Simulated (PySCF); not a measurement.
One ligand Y is varied and pulled off as a radical: Cd(OH)1–Y. Isolated molecules, 0 K electronic values unless said otherwise. One relaxed conformer stands for each flexible species; it need not be the lowest. Multiplicities are imposed; where one is given, others were not computed. Strings in code marks are SMILES.

All values below come from B3LYP-D3(BJ)/def2-TZVP // TPSS-D3(BJ)/def2-SVP in PySCF 2.14.0. All candidates: neutral, multiplicity 1. B3LYP has the VWN-RPA correlation part, as in Gaussian. 

HOMO: -6.97 eV
LUMO: -1.41 eV
HOMO–LUMO gap: 5.56 eV

### Question
Which member has these values?
(A) [Cd(OH)(Cl)]
(B) [Cd(OH)(F)]
(C) [Cd(OH)(Br)]
(D) [Cd(OH)(NH2)]

### Answer
D, [Cd(OH)(NH2)]. The others give [Cd(OH)(Br)]: -7.92 eV, -2.34 eV, 5.58 eV; [Cd(OH)(F)]: -8.25 eV, -2.34 eV, 5.91 eV; [Cd(OH)(Cl)]: -8.10 eV, -2.31 eV, 5.79 eV
